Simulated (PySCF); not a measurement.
## One molecule, many functionals

C4H9B.
SMILES: `BCC(=C)C`

Linear-response calculations in the def2-SVPD basis (PySCF; singlets by full response, triplets Tamm–Dancoff, core orbitals frozen in the response; HF means time-dependent Hartree–Fock). 'Strongest' is the level of largest summed f among the singlets computed (10 roots, of which the last may lack a degenerate partner); it can jump between rows when another state enters that window. S1 is the lowest singlet of each run and needn't be the same state throughout; f(S1) is that of one state. One conformer (not necessarily the lowest) at the PBE0-D3(BJ)/def2-SVP geometry, without solvent, vibrations or thermal averaging.

```json
{"functional": "LDA", "kind": "LDA", "S1 (eV)": "3.36", "f(S1)": "0.001", "strongest (eV)": "6.59", "T1 (eV)": "3.25", "HOMO (eV)": "-6.01", "gap (eV)": "3.31", "ionisation energy, ΔSCF (eV)": "9.15"}
{"functional": "PBE", "kind": "GGA", "S1 (eV)": "3.50", "f(S1)": "0.001", "strongest (eV)": "6.59", "T1 (eV)": "3.36", "HOMO (eV)": "-5.86", "gap (eV)": "3.45", "ionisation energy, ΔSCF (eV)": "8.94"}
{"functional": "B3LYP", "kind": "global hybrid, 20% exact exchange", "S1 (eV)": "4.20", "f(S1)": "0.001", "strongest (eV)": "6.85", "T1 (eV)": "4.04", "HOMO (eV)": "-6.75", "gap (eV)": "5.15", "ionisation energy, ΔSCF (eV)": "9.03"}
{"functional": "PBE0", "kind": "global hybrid, 25% exact exchange", "S1 (eV)": "4.40", "f(S1)": "0.001", "strongest (eV)": "6.99", "T1 (eV)": "4.17", "HOMO (eV)": "-6.95", "gap (eV)": "5.60", "ionisation energy, ΔSCF (eV)": "8.99"}
{"functional": "BHandHLYP", "kind": "global hybrid, 50% exact exchange", "S1 (eV)": "5.12", "f(S1)": "0.001", "strongest (eV)": "7.15", "T1 (eV)": "4.18", "HOMO (eV)": "-7.91", "gap (eV)": "7.63", "ionisation energy, ΔSCF (eV)": "8.88"}
{"functional": "CAM-B3LYP", "kind": "range-separated hybrid", "S1 (eV)": "4.93", "f(S1)": "0.001", "strongest (eV)": "7.07", "T1 (eV)": "4.27", "HOMO (eV)": "-8.27", "gap (eV)": "8.04", "ionisation energy, ΔSCF (eV)": "9.09"}
{"functional": "wB97X-D", "kind": "range-separated hybrid", "S1 (eV)": "5.08", "f(S1)": "0.001", "strongest (eV)": "7.14", "T1 (eV)": "4.39", "HOMO (eV)": "-8.79", "gap (eV)": "9.41", "ionisation energy, ΔSCF (eV)": "9.03"}
{"functional": "LC-wPBE", "kind": "range-separated hybrid", "S1 (eV)": "5.55", "f(S1)": "0.002", "strongest (eV)": "7.21", "T1 (eV)": "4.14", "HOMO (eV)": "-9.63", "gap (eV)": "10.67", "ionisation energy, ΔSCF (eV)": "9.14"}
{"functional": "HF", "kind": "Hartree–Fock", "S1 (eV)": "6.24", "f(S1)": "0.006", "strongest (eV)": "7.20", "T1 (eV)": "3.71", "HOMO (eV)": "-9.33", "gap (eV)": "11.47", "ionisation energy, ΔSCF (eV)": "not settled"}
```

S1 runs from 3.36 eV (LDA) to 6.24 eV (HF), a spread of 2.88 eV, while the orbital gap spreads over 8.2 eV. Along PBE (0%), B3LYP (20%), PBE0 (25%), BHandHLYP (50%), HF (100%) S1 rises with the share of exact exchange. −ε(HOMO) comes closest to its own ΔSCF ionisation energy with wB97X-D (-0.25 eV) and misses most with LDA (-3.14 eV). 'Not settled' means that the ion's SCF failed to converge or may have ended in another state than the lowest.
